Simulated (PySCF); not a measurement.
**First hyperpolarisability: SMILES C(=C\S(C)(=O)=O)/O, C3H6O3S**

Molfile (atoms numbered from 1):
```
C3H6O3S
     RDKit          3D

 13 12  0  0  0  0  0  0  0  0999 V2000
   -1.9540    0.3545   -0.5454 C   0  0  0  0  0  0  0  0  0  0  0  0
   -0.8185   -0.1729    0.7694 S   0  0  0  0  0  6  0  0  0  0  0  0
   -1.2326    0.4493    1.9961 O   0  0  0  0  0  0  0  0  0  0  0  0
   -0.7188   -1.6085    0.7364 O   0  0  0  0  0  0  0  0  0  0  0  0
    0.7444    0.5045    0.2634 C   0  0  0  0  0  0  0  0  0  0  0  0
    1.7068   -0.3440   -0.0661 C   0  0  0  0  0  0  0  0  0  0  0  0
    2.9359    0.0338   -0.4621 O   0  0  0  0  0  0  0  0  0  0  0  0
   -1.5987   -0.0626   -1.4783 H   0  0  0  0  0  0  0  0  0  0  0  0
   -1.9614    1.4361   -0.5698 H   0  0  0  0  0  0  0  0  0  0  0  0
   -2.9396   -0.0260   -0.3077 H   0  0  0  0  0  0  0  0  0  0  0  0
    0.8468    1.5718    0.2878 H   0  0  0  0  0  0  0  0  0  0  0  0
    1.4846   -1.4044   -0.0201 H   0  0  0  0  0  0  0  0  0  0  0  0
    3.5007   -0.7311   -0.6213 H   0  0  0  0  0  0  0  0  0  0  0  0
  1  2  1  0
  2  3  2  0
  2  4  2  0
  2  5  1  0
  5  6  2  0
  6  7  1  0
  1  8  1  0
  1  9  1  0
  1 10  1  0
  5 11  1  0
  6 12  1  0
  7 13  1  0
M  END
```

The calculation used quadratic response HCTH407/aug-cc-pVDZ first hyperpolarisability, Taylor convention, IEF-PCM tetrahydrofuran (non-equilibrium response, no local-field factor) in PySCF. Geometry: GFN2-xTB.

Question: What is the first hyperpolarisability, and how does it disperse?

Answer: In 10⁻³⁰ esu, Taylor convention; the vector part is βᵢ = ⅓ Σⱼ (βᵢⱼⱼ + βⱼᵢⱼ + βⱼⱼᵢ); β∥ is 3/5 of the vector part along the dipole, the dipole points from − to +:
```
                   process  λ (nm)  β vector norm    β∥  β HRS  depolarisation ratio
second harmonic β(−2ω;ω,ω)    1907           2.51  0.60   1.01                  5.40
second harmonic β(−2ω;ω,ω)    1064           2.87  0.70   1.15                  5.42
```

Question: Which lowest excitations, dipole and polarisabilities go with it?

Answer: S1 5.74 eV (f = 0.005); S2 5.85 eV (f = 0.029); S3 5.97 eV (f = 0.055); dipole 5.72 D; isotropic α 82.4 au at 1907 nm, 83.0 au at 1064 nm, 83.3 au at 953.5 nm, 86.1 au at 532 nm.
